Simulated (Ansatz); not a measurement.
`FC(F)(F)CC(F)(F)F`, charge 0, multiplicity 1.

Q: Give a relaxed structure at PBE0-D4/def2-TZVP (Ansatz 0.2.0). (Best estimate.)

A: Ansatz gave: 
```xyz
11

F    -1.170    0.699    1.490
C    -1.037    0.763    0.165
F    -1.981   -0.008   -0.377
F    -1.288    2.026   -0.205
C     0.353    0.383   -0.294
C     0.795   -1.025    0.037
F     2.039   -1.212   -0.423
F     0.815   -1.256    1.350
F     0.017   -1.949   -0.528
H     1.060    1.075    0.162
H     0.396    0.504   -1.377
```
Point group C2v.
This is one stationary point; other conformers may exist.
